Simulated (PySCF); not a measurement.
# MoH₆ + O₂ → H₄MoO + H₂O

Level: PBE0 in the def2-TZVP basis family, computed in PySCF with density fitting; scalar-relativistic core potentials for atoms from Rb on, none lighter, no spin–orbit coupling; open shells unrestricted.

| species | state and structure | E (Eh) | ZPE (kJ/mol) | H(298 K) − H(0) (kJ/mol) | S° (J/(mol K)) |
| --- | --- | --- | --- | --- | --- |
| MoH₆ | singlet, C3v, Mo–H 1.628 Å (×3), Mo–H 1.680 Å (×3); H–Mo–H 60.6° (×3), H–Mo–H 63.6° (×3), H–Mo–H 114.7° (×6), H–Mo–H 117.5° (×3) | -71.65994 | 118.6 | 11.6 | 243.2 |
| O₂ | triplet, D∞h, O–O 1.193 Å | -150.23561 | 10.3 | 8.7 | 204.9 |
| H₄MoO | singlet, Cs, Mo–H 1.654 Å (×2), Mo–H 1.709 Å (×2), Mo–O 1.643 Å; H–Mo–H 58.4°, H–Mo–H 66.0° (×2), H–Mo–H 118.6° (×2), H–Mo–H 130.5°, H–Mo–O 101.8° (×2), H–Mo–O 113.3° (×2) | -145.73279 | 83.7 | 12.4 | 269.4 |
| H₂O | singlet, C2v, O–H 0.960 Å (×2); H–O–H 105.1° | -76.37736 | 56.5 | 9.9 | 188.7 |

What is the electronic reaction energy?

At PBE0/def2-TZVP, ΔE = -563.4 kJ/mol from the differences of the total energies times 2625.5, downhill. 

Add zero-point, thermal and entropy terms for 298.15 K and 1 bar.

ΔZPE = 11.3 and Δ[H(298) − H(0)] = 2.0 kJ/mol give ΔH° = -550.1 kJ/mol. ΔS° = 10.0 J/(mol K), so ΔG° = -550.1 − 298.15 × (0.0100) = -553 kJ/mol.

Only the bonding shown was studied: isomers, or loss of a ligand pair, can lie lower.
